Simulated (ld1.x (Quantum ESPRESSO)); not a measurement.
# Before and after: RRKJ potential for Ce

ld1.x (Quantum ESPRESSO) 7.5 input, shortened:

```
&input
   title='Ce', zed=58., rel=1, dft='PBESOL', iswitch=3,
   config='[Xe] 4f1 5d1 6s2 6p0'
 /
 &inputp
   pseudotype=2, tm=.false., rho0=0.005, lloc=-2, rcloc=1.50,
   nlcc=.false.
 /
4
5S  1  0   2.00   0.00  1.80  1.80  0.0
5P  2  1   6.00   0.00  2.55  2.55  0.0
5D  3  2   1.00   0.00  2.40  2.40  0.0
4F  4  3   1.00   0.00  1.70  1.70  0.0
 &test
   configts(1)='4f1 5s2 5p6 5d1 6s2 6p0'
 /
```

Occupied shells without a wave of their own: 6s. They enter only through the test configuration that unscreens the potential.

All-electron outer shells of the reference configuration (PBEsol, scalar-relativistic, ld1.x):

```csv
shell,level (eV),outermost node (bohr),outermost maximum (bohr)
4p,-210.81,0.33,0.62
4d,-110.40,0.31,0.66
5s,-40.61,0.75,1.37
5p,-23.22,0.81,1.55
4f,-5.42,–,0.71
6s,-3.77,1.82,3.72
5d,-3.07,0.92,2.18
6p,-1.33,2.15,4.84
```

Change: wave 5s (bound): rc 1.80 bohr becomes 5s (bound): rc 2.72 bohr.

Cutoffs: the cutoffs (Ry, on a coarse ladder) from which the occupation-weighted sum of valence levels, in a spherical-Bessel basis at the reference potential, stays within 10 and 1 mRy of its value at 400 Ry; they do not see the model core or the augmentation charge, which bear on the density cutoff. Errors are all-electron minus pseudo energies relative to the spin-unpolarised reference configuration.

Q: What does the change do?

A: The potential gets neither clearly harder nor softer (70 Ry and 100 Ry → 70 Ry and 100 Ry); the f channel sets the loose cutoff, while the largest relative change is in s, which becomes softer; of the 7 tests that both files solve, the error grows in 3 and shrinks in 0 by more than 15 % and 0.3 meV (median size 175.5 → 196.7 meV); neither file shows a bound ghost. More of the atom is replaced by a form fitted at one configuration, so other configurations suffer.

| quantity | base | changed |
| --- | --- | --- |
| cutoff, loose | 70 Ry | 70 Ry |
| cutoff, tight | 100 Ry | 100 Ry |
| loose cutoff by channel (10 mRy a level) | s 40 Ry, p 10 Ry, d 10 Ry, f 70 Ry | s 18 Ry, p 10 Ry, d 10 Ry, f 70 Ry |
| bound ghosts | none | none |
| largest miss of a reference level, eV | 0.13 | 0.14 |
| error for 4f1 5s2 5p6 5d1 6s1 6p0, meV [ΔE 6.10 eV] | -175 | -197 |
| error for 4f1 5s2 5p6 5d1 6s0 6p0, meV [ΔE 17.14 eV] | -477 | -545 |
| error for 4f1 5s2 5p6 5d0 6s0 6p0, meV [ΔE 36.28 eV] | -688 | -797 |
| error for 4f1 5s2 5p6 5d1 6s0 6p2, meV [ΔE 5.05 eV] | -186 | -224 |
| error for 4f1 5s2 5p6 5d2 6s1 6p0, meV [ΔE 0.91 eV] | -112 | -123 |
| error for 4f1 5s1 5p6 5d1 6s2 6p0, meV [ΔE 45.77 eV] | +101 | +163 |
| error for 4f1 5s2 5p6 5d1.5 6s1.5 6p0, meV [ΔE 0.40 eV] | -61 | -67 |

Base: The 6s level has no wave, so the channel is fitted at the deeper level alone: the likely source of the large errors. Changed file: The 6s level has no wave, so the channel is fitted at the deeper level alone: the likely source of the large errors.
